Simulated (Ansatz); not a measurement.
Geometry optimisation, RKS LDA/def2-SVP (Ansatz 0.2.0).

Input:

```yaml
crystal:
  periodic: [false, false, false]
  atoms:
    - { symbol: Si, position_ang: [-0.277602, 0.157309, -0.42899] }
    - { symbol: Si, position_ang: [-0.21472, -0.229146, 2.972811] }
    - { symbol: H, position_ang: [-0.67644, -0.886976, 4.246951] }
    - { symbol: H, position_ang: [1.041238, -0.912038, 2.500698] }
    - { symbol: H, position_ang: [0.079886, 1.221337, 3.242257] }
    - { symbol: H, position_ang: [0.41283, 1.041402, 0.574295] }
    - { symbol: H, position_ang: [-0.02747, 0.699737, -1.811461] }
    - { symbol: H, position_ang: [0.266495, -1.2461, -0.33328] }
    - { symbol: O, position_ang: [-1.91804, 0.165022, -0.122316] }
    - { symbol: Si, position_ang: [-3.254044, -0.809386, -0.206257] }
    - { symbol: H, position_ang: [-2.838963, -2.238397, -0.457812] }
    - { symbol: H, position_ang: [-3.998711, -0.720468, 1.097821] }
    - { symbol: H, position_ang: [-4.149104, -0.347748, -1.324451] }
    - { symbol: H, position_ang: [-1.265653, -0.327349, 1.938434] }
basis:
  gaussian: { orbitals: def2-SVP }
hamiltonian:
  xc: lda
relax:
  f_tol: 0.03
  max_steps: 50
```

Launched with:

```bash
$ ansatz run input.yaml --threads 4 --pin off --max-ram 5120MiB --backend cpu --events-out ev --progress --plain --runs-dir out
```

Problem. Where does it end, and by what steps?

Solution. It converged. The force dipped under the threshold on the way, but the program's further checks kept it going. After 17 steps the energy has fallen by 0.077 eV; H11 moved furthest, 0.72 Å.

| step | energy less start (eV) | largest force component (eV/Å) | accepted |
| --- | --- | --- | --- |
| 0 | 0.0000 | 0.527 | yes |
| 1 | -0.0482 | 0.220 | yes |
| 2 | -0.0449 | 0.677 | no |
| 3 | -0.0573 | 0.105 | yes |
| 4 | -0.0599 | 0.249 | yes |
| 5 | -0.0616 | 0.131 | yes |
| 6 | -0.0640 | 0.099 | yes |
| 7 | -0.0650 | 0.128 | yes |
| 8 | -0.0691 | 0.063 | yes |
| 9 | -0.0696 | 0.225 | yes |
| 10 | -0.0740 | 0.016 | yes |
| 11 | -0.0751 | 0.055 | yes |
| 12 | -0.0755 | 0.091 | yes |
| 13 | -0.0757 | 0.055 | yes |
| 14 | -0.0762 | 0.037 | yes |
| 15 | -0.0765 | 0.048 | yes |
| 16 | -0.0767 | 0.035 | yes |
| 17 | -0.0768 | 0.019 | yes |

```xyz
14
Properties=species:S:1:pos:R:3
Si -0.252 0.244 -0.597
Si -0.282 -0.394 2.981
H -0.640 -1.159 4.228
H 1.020 -0.906 2.429
H -0.167 1.071 3.297
H 0.178 1.132 0.547
H 0.246 0.835 -1.885
H 0.347 -1.126 -0.396
O -1.903 0.149 -0.676
Si -3.199 -0.722 -0.119
H -2.770 -2.122 0.252
H -3.804 -0.052 1.088
H -4.224 -0.785 -1.218
H -1.370 -0.597 1.956
```

Whether the end is a true minimum wasn't checked by a vibrational analysis.

Time of the run: 12 s on 4 threads of Intel(R) Xeon(R) CPU @ 2.80GHz (Skylake/Cascade Lake), on a shared host, peak memory 0.17 GiB.
